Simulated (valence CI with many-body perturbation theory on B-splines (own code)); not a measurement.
# E1 line list for Nb⁹⁺

Calculated by valence CI with perturbative core correlation (CI+MBPT): four valence electrons over a frozen Dirac-Fock core [Ar] 3d10, radial functions for each j: 11 s, 11 p, 10 d, 8 f, 5 g, 2 h, with the one-electron correlation potential Σ1 (screened to all orders), the two-electron term Σ2, the three-electron term Σ3, Breit, model QED; selected single and double excitations, second order for the rest, scaled by the run's own slope (own B-spline code, finite nucleus).

No measured spectrum was set against this ion. As an estimate, levels hold to about 250 cm⁻¹ or 0.2 % of their energy and the worst to 1 %, as in measured heavy ions of charge 2 to 7; those with d or f electrons hold less well. Among the levels kept, up to 740 cm⁻¹ of a level comes from second order outside the variational space, and about a tenth of that is noise between levels of different J, which matters for small intervals.

Lines 101 to 150 of 554 in falling wavelength, among levels below 108.67 eV, chosen from the strongest by gf and those to the six lowest levels. Wavelengths and rates use the calculated energies, so an error of 600 cm⁻¹ moves a line at 450.9 Å by 0.27 % and its rate by three times that or more. Electric multipoles are in the length gauge, E1 and E2 with the static RPA response of the core. Weak lines are less certain than strong ones. Lines between different terms over intervals too small for the method are left out, as are lines whose strength nearly cancels. Where a level lies close to another of its J and parity, the split of strength between their lines is uncertain. The highest levels of a list are the least certain.

Names give the largest LS component (configuration and term), which can be under half, so a name can repeat, a term be missing and a line seem to break the LS rules; names also repeat where a configuration has a term twice. Letters in brackets count levels of one name in rising energy.

| λ vac (Å) | Upper | Lower | A (s⁻¹) | S (a.u.) |
| --- | --- | --- | --- | --- |
| 450.9 | 4p3 4d 3F°_4 [c] | 4s 4p2 4d 3F_3 [c] | 7.08e+08 | 2.88e-01 |
| 450.8 | 4p3 4d 3D°_3 [b] | 4s 4p2 4d 3P_2 [b] | 8.93e+08 | 2.83e-01 |
| 450.0 | 4s 4p2 5s 3D_3 | 4s2 4p 5s 3P°_2 | 3.70e+09 | 1.16e+00 |
| 449.6 | 4s 4p2 4d 3D_3 [a] | 4s2 4p 4d 3P°_2 | 1.04e+09 | 3.25e-01 |
| 449.2 | 4p3 4d 3P°_2 [b] | 4s 4p2 4d 3D_2 [c] | 1.30e+09 | 2.90e-01 |
| 448.7 | 4s 4p2 4d 3G_5 | 4s2 4p 4d 3F°_4 | 2.37e+09 | 1.16e+00 |
| 446.3 | 4p3 4d 1D°_2 | 4s 4p2 4d 1F_3 [a] | 2.51e+09 | 5.51e-01 |
| 445.5 | 4p3 4d 3D°_3 [b] | 4s 4p2 4d 3F_4 [b] | 1.22e+09 | 3.73e-01 |
| 444.2 | 4p3 4d 5D°_4 | 4s 4p2 4d 5P_3 | 1.10e+09 | 4.30e-01 |
| 443.5 | 4s 4p2 4d 1D_2 [b] | 4s2 4p 4d 1P°_1 | 2.19e+09 | 4.71e-01 |
| 443.5 | 4p4 3P_1 | 4s 4p3 3P°_2 | 2.72e+09 | 3.52e-01 |
| 442.1 | 4s 4p2 4d 3D_3 [b] | 4s2 4p 4d 3D°_2 | 1.63e+09 | 4.88e-01 |
| 438.4 | 4s 4p2 4d 1F_3 [a] | 4s2 4p 4d 3P°_2 | 1.47e+09 | 4.28e-01 |
| 437.9 | 4s 4p2 5s 1D_2 | 4s2 4p 5s 1P°_1 | 1.63e+09 | 3.38e-01 |
| 437.3 | 4s 4p3 3D°_1 | 4s2 4p2 3P_0 | 2.45e+09 | 3.04e-01 |
| 436.4 | 4p3 4d 3D°_3 [a] | 4s 4p2 4d 3P_2 [a] | 1.68e+09 | 4.84e-01 |
| 435.0 | 4p3 4d 3F°_2 [a] | 4s 4p2 4d 3F_3 [a] | 1.78e+09 | 3.62e-01 |
| 431.0 | 4p3 4d 3D°_3 [a] | 4s 4p2 4d 3F_4 [a] | 3.00e+09 | 8.31e-01 |
| 430.9 | 4s 4p2 4d 3G_4 | 4s2 4p 4d 3F°_3 | 2.56e+09 | 9.10e-01 |
| 429.6 | 4p3 4d 3P°_2 [a] | 4s 4p2 4d 3F_3 [b] | 2.68e+09 | 5.25e-01 |
| 429.4 | 4s 4p2 4d 3F_3 [c] | 4s2 4p 4d 1D°_2 | 2.16e+09 | 5.91e-01 |
| 429.2 | 4s 4p3 3S°_1 | 4s2 4p2 1S_0 | 5.71e+08 | 6.68e-02 |
| 424.5 | 4p4 3P_2 | 4s 4p3 3D°_3 | 5.96e+09 | 1.13e+00 |
| 423.5 | 4s 4p2 4d 3F_4 [c] | 4s2 4p 4d 3D°_3 | 2.09e+09 | 7.06e-01 |
| 421.7 | 4p3 4d 5D°_2 | 4s 4p2 4d 3F_3 [a] | 1.97e+09 | 3.65e-01 |
| 421.6 | 4s 4p2 4d 3G_3 | 4s2 4p 4d 3F°_2 | 2.73e+09 | 7.06e-01 |
| 421.3 | 4p3 4d 3F°_4 [a] | 4s 4p2 4d 3F_4 [a] | 2.31e+09 | 7.67e-01 |
| 420.3 | 4s2 4p 4f 1F_3 | 4s2 4p 4d 1F°_3 | 3.01e+09 | 7.72e-01 |
| 419.6 | 4s 4p3 3P°_1 | 4s2 4p2 3P_2 | 5.78e+08 | 6.32e-02 |
| 415.5 | 4s 4p3 3P°_2 | 4s2 4p2 3P_2 | 4.79e+09 | 8.48e-01 |
| 414.8 | 4s 4p2 5s 3D_1 | 4s2 4p 5s 3P°_0 | 3.56e+09 | 3.76e-01 |
| 414.8 | 4p4 3P_2 | 4s 4p3 3D°_2 | 2.32e+09 | 4.08e-01 |
| 414.7 | 4s 4p2 4d 3F_2 [c] | 4s2 4p 4d 3D°_1 | 1.98e+09 | 3.49e-01 |
| 414.6 | 4s 4p2 5s 3D_2 | 4s2 4p 5s 3P°_1 | 4.32e+09 | 7.59e-01 |
| 411.4 | 4p3 4d 3F°_3 [a] | 4s 4p2 4d 3F_3 [a] | 1.95e+09 | 4.70e-01 |
| 408.3 | 4s 4p3 1D°_2 | 4s2 4p2 1D_2 | 8.38e+09 | 1.41e+00 |
| 408.2 | 4s 4p3 3P°_0 | 4s2 4p2 3P_1 | 5.05e+09 | 1.70e-01 |
| 407.1 | 4s 4p2 4d 3S_1 [b] | 4s2 4p 4d 1D°_2 | 2.77e+09 | 2.77e-01 |
| 406.1 | 4p3 4d 3D°_2 [b] | 4s 4p2 4d 3D_3 [a] | 1.76e+09 | 2.91e-01 |
| 405.6 | 4p3 4d 5D°_3 | 4s 4p2 4d 5D_4 | 3.94e+09 | 9.09e-01 |
| 405.0 | 4s 4p3 3P°_1 | 4s2 4p2 3P_1 | 3.46e+09 | 3.41e-01 |
| 404.5 | 4p3 4d 3D°_2 [a] | 4s 4p2 4d 3F_2 [a] | 2.44e+09 | 3.99e-01 |
| 403.7 | 4p3 4d 3D°_1 [a] | 4s 4p2 4d 3F_2 [a] | 4.67e+09 | 4.55e-01 |
| 402.8 | 4p3 4d 3D°_3 [b] | 4s 4p2 4d 1G_4 | 2.28e+09 | 5.15e-01 |
| 401.6 | 4p3 4d 3F°_2 [a] | 4s 4p2 4d 5D_3 | 2.67e+09 | 4.27e-01 |
| 401.2 | 4s 4p3 3P°_2 | 4s2 4p2 3P_1 | 1.42e+08 | 2.26e-02 |
| 399.4 | 4p3 4d 5D°_4 | 4s 4p2 4d 5D_4 | 3.19e+09 | 9.03e-01 |
| 398.6 | 4s 4p2 4d 3D_3 [d] | 4s2 4p 4d 3D°_3 | 2.70e+09 | 5.90e-01 |
| 398.3 | 4s 4p2 4d 3D_2 [d] | 4s2 4p 4d 3D°_2 | 2.65e+09 | 4.13e-01 |
| 396.9 | 4s 4p2 4d 3D_2 [a] | 4s2 4p 4d 3F°_2 | 2.33e+09 | 3.59e-01 |
